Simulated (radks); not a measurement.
Mg III, configuration [Ne].

All-electron calculation, scalar-relativistic Kohn-Sham, PBE, spin-polarised, spherical densities, finite nucleus; Fermi nuclear charge, rms radius 3.057 fm. Program: a radial shooting solver on a logarithmic mesh with Libxc functionals.

Energy parts (hartree):
| part | energy |
|---|---|
| total | -199.43505 |
| kinetic | 199.69139 |
| electron-nucleus | -471.07931 |
| Hartree | 87.90589 |
| exchange-correlation | -15.95303 |

Orbitals (lengths in bohr, moments of r in powers of bohr; r(max) is where P^2 peaks; r(90%) holds 90 % of the orbital's charge):
| orbital | occ. | eigenvalue (hartree) | r(90%) | r(max) |
|---|---|---|---|---|
| 1s | 2 | -47.04683 | 0.234 | 0.08506 |
| 2s | 2 | -3.67377 | 1.10 | 0.5463 |
| 2p | 6 | -2.45138 | 1.17 | 0.4780 |

The highest occupied level is 2p at -66.705 eV. Summed over all electrons, <r^2> = 4.797 bohr^2, which gives a Langevin (diamagnetic) susceptibility term of -3.8 x 10^-6 cm^3/mol.
